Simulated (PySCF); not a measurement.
**Computed properties of BrGe, SMILES [Ge][Br]**

BrGe, SMILES [Br][Ge] (connectivity only; charge and spin as stated), charge +1, multiplicity 1. Coordinates come from a B3LYP-D3(BJ)/def2-TZVP optimisation. The spin state was assumed, not searched. The values are those of a single conformer. All values are computed for the isolated molecule unless a solvent is named; none is compared with measurement here.

**Structure.** The optimised structure has C∞v symmetry. All 1 harmonic modes at B3LYP-D3(BJ)/def2-TZVP (PySCF) are real, so it is a minimum.

**Vibrations.** The strongest infrared lines (harmonic, unscaled, degenerate partners summed) lie at 359 cm⁻¹ (45 km/mol, Ge 52 %, Br 48 %). The softest mode is at 359 cm⁻¹ and the zero-point energy is 0.5 kcal/mol.

**Electronic structure.** PBE0/def2-TZVPD (PySCF) places the frontier levels at -15.37 and -9.38 eV, a gap of 5.99 eV and a mean polarisability of 41.4 bohr³.

**Excitations.** TDA-CAM-B3LYP/def2-TZVPD (PySCF) has S1 at 4.41 eV (281 nm, f = 0.000, dark); the most intense of the 10 singlets computed lies at 10.02 eV (f = 0.23). Strengths of degenerate partners are summed. T1 (TDA) is at 3.62 eV, 0.79 eV under S1. No vertical singlet excitation falls in the visible range (under 3.1 eV).
